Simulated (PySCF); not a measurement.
**Working out the ionisation energy of Rh**

Rh [Kr] 4d8 5s1 (4F) → Rh⁺ [Kr] 4d8 (3F). All numbers are calculated (PySCF 2.14, scalar relativity through the core potential, in aug-cc-pVTZ-PP with ECP28MDF). Frozen: 4s2 4p6. Energies in hartree (1 hartree = 27.21139 eV):

| part | Rh (lower) | Rh⁺ (upper) |
| --- | --- | --- |
| UHF | -109.390264 | -109.158276 |
| MP2 opposite-spin | -0.159255 | -0.141118 |
| MP2 same-spin | -0.099046 | -0.080806 |

**Question.** What does Hartree-Fock give?

**Answer.** (-109.158276) − (-109.390264) = 0.231988 hartree = 6.313 eV.

**Question.** What do MP2 and SCS-MP2 (6/5 opposite-spin, 1/3 same-spin) give?

**Answer.** The opposite-spin parts differ by 0.494 eV and the same-spin parts by 0.496 eV. MP2: 6.313 + (0.494) + (0.496) = 7.303 eV. SCS-MP2: 6.313 + 1.2 × (0.494) + (0.496)/3 = 7.071 eV.

Measured between the centres of the two terms (NIST): 7.479 eV, so MP2 (valence) is off by -0.176 eV.

What remains against the reference includes basis incompleteness, the frozen core and correlation beyond second order.
